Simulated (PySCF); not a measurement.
Input of a run (PBE0-D3(BJ)/def2-SVP geometry optimisation, gas phase (PySCF 2.14.0)), started from GFN2-xTB:
```
{"job": {"xc": "PBE0", "basis": "def2-SVP", "d3": "d3bj", "grid": 1, "shake": 0.01, "kind": "geom"}, "charge": 0, "multiplicity": 1}
C      1.889720    -1.177820     0.106020
N      1.732260     0.255300    -0.095370
C      1.643340     0.996210     1.122590
B      0.992460     0.756740    -1.289570
N     -0.532100     0.369560    -0.837660
C     -1.168640     1.174390     0.041120
C     -2.194380     0.723830     0.835110
C     -2.609630    -0.587640     0.720470
C     -1.985380    -1.401830    -0.179280
C     -0.952250    -0.890800    -0.940560
H      2.638990    -1.366390     0.849090
H      2.151830    -1.618720    -0.834890
H      0.906120    -1.621390     0.449390
H      2.435640     0.681080     1.825100
H      1.790940     2.047440     0.919090
H      0.693570     0.887000     1.663910
H      1.209100     0.148590    -2.271980
H      1.008430     1.940650    -1.393380
H     -0.827800     2.185770     0.078260
H     -2.708390     1.412210     1.526890
H     -3.452130    -0.969610     1.319480
H     -2.281240    -2.452970    -0.347730
H     -0.432790    -1.468070    -1.717380
```

Output (energies in Eh, forces in Eh/bohr):
```
step   0  E = -408.15923795  max force = 0.034934
step   1  E = -408.16838727  max force = 0.006968
step   2  E = -408.16950758  max force = 0.004286
step   3  E = -408.16947584  max force = 0.007315
step   4  E = -408.16988757  max force = 0.002398
step   5  E = -408.16976571  max force = 0.006004
step   6  E = -408.16995467  max force = 0.001438
step   7  E = -408.16998297  max force = 0.000412
step   8  E = -408.16998915  max force = 0.000373
optimisation converged
```

Q: Summarise the run.

A: The energy falls by 0.293 eV over 9 energy and gradient evaluations, the largest force component goes from 0.0349 to 3.7e-04 Eh/bohr, and the atoms move by 0.266 Å rms after alignment. The bond that changes most is B4–H17 (four-coordinate boron to B–H hydrogen), which lengthens by 0.051 Å. Bonds longer at the end by more than 0.005 Å: 13 of 23; shorter: 7. Among the angles that change most is N2–B4–N5, from 99.3° to 106.2°. Among the dihedrals that turn most is B4–N5–C10–H23, from -27° to -12°. The energy rose by more than 1e-6 Eh at steps 3 and 5. The first step brought 85 % of the lowering.

Q: What are the final bond lengths?

A: C1–N2 1.430 Å, N2–C3 1.431 Å, N2–B4 1.491 Å, B4–N5 1.667 Å, N5–C6 1.339 Å, C6–C7 1.388 Å, C7–C8 1.393 Å, C8–C9 1.393 Å, C9–C10 1.388 Å, N5–C10 1.339 Å, C1–H11 1.106 Å, C1–H12 1.101 Å, C1–H13 1.120 Å, C3–H14 1.106 Å, C3–H15 1.101 Å, C3–H16 1.120 Å, B4–H17 1.227 Å, B4–H18 1.227 Å, C6–H19 1.092 Å, C7–H20 1.091 Å, C8–H21 1.092 Å, C9–H22 1.091 Å, C10–H23 1.092 Å. Numbering counts from 1 in the input's order; the species is `CN(C)[BH2-][n+]1ccccc1`.

The run used 205 basis functions and 65 SCF cycles in all. Time: 4.0 min; peak memory 0.97 GiB. Hardware: Arm Neoverse V1, one thread, shared host.

No frequency check. One conformer, not necessarily the lowest.
